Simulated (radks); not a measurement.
Question: These are the eigenvalues of the occupied orbitals of an atom or ion with whole-number occupations (eV). Calculated with a radial shooting solver on a logarithmic mesh with Libxc functionals: Dirac Kohn-Sham, PBE, spin-unpolarised, spherical densities, finite nucleus; Fermi nuclear charge, rms radius of each element as measured or else 0.836 A^(1/3) + 0.57 fm.

1s1/2: -15051.30
2s1/2: -2737.138
2p1/2: -2564.921
2p3/2: -2510.012
3s1/2: -981.1727
3p1/2: -922.2750
3p3/2: -910.2150

Which element is it, and in what charge state? The configuration may be excited. Open shells, if any, fill j = l - 1/2 first.

Answer: Z = 36, krypton, charge +21: Kr21+ in [Ne] 3s2 3p3. The list shows which subshells hold electrons but not how many an open one holds; the 1s level, -553.13 hartree, gives Z - s = 33.3 by -(Z - s)^2/2, which with screening and relativity narrows Z to a few neighbours, and the depths of the outer levels then fix element, charge and occupations together.
